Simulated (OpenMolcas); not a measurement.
# N2+: the spin-orbit constant, worked from levels

* Program: OpenMolcas
* Basis: ANO-RCC [8s7p4d3f2g]
* Scalar Hamiltonian: DKH2, point nucleus
* Active space: 1 electron in 9 orbitals (RAS2 2p; RAS3 3s 3d, at most 1 electron)
* State averaging: 2S+1 = 2 odd, 3 roots; 2S+1 = 2 even, 6 roots
* Spin-orbit coupling: RASSI with atomic mean-field integrals over the reference wave functions, term energies averaged over their components

Methods: RASSCF; SS-RASPT2, IPEA 0.25 Eh, imaginary shift 0.1 Eh (closed shells correlated: 1s 2s). Measured levels: Moore, Selected Tables of Atomic Spectra, NSRDS-NBS 3, section 5.

**The spin-orbit constant.** For the Hund term 2P* of p1, E(J) = (A/2) J(J+1) + constant and ζ = 2S·A = A. From J = 1/2 to J = 3/2 the energy changes by 1.5 A.

```json
{"Source": "RASSCF", "E(3/2) - E(1/2)": "175.0", "A": "116.7", "ζ": "117"}
{"Source": "SS-RASPT2", "E(3/2) - E(1/2)": "175.0", "A": "116.7", "ζ": "117"}
{"Source": "measured", "E(3/2) - E(1/2)": "174.4", "A": "116.3", "ζ": "116"}
```

All in cm-1. SS-RASPT2 is off by +0.3 % and RASSCF by +0.3 %. Both methods take the spin-orbit matrix elements from the reference wave functions, so the second can move ζ only through the term energies and any multistate remixing.

Over all roots computed the reference weight is 0.89 to 0.98 in SS-RASPT2; the roots of lowest weight are the least certain, and an intruder state may touch them. With one active electron the reference holds no correlation, so core polarisation is missing (holds for RASSCF). With one active electron, CASPT2 adds the correlation within the correlated inactive shells and between them and that electron, and leaves the splitting within a term as the reference gives it (holds for SS-RASPT2). Computed and measured levels are paired by configuration, term and J; levels that our copy of the source lacks, or whose pairing is in doubt (as where it misses far off the trend of its configuration), stay unpaired and out of the deviations. Only configurations of the active space appear.

* marks odd parity.
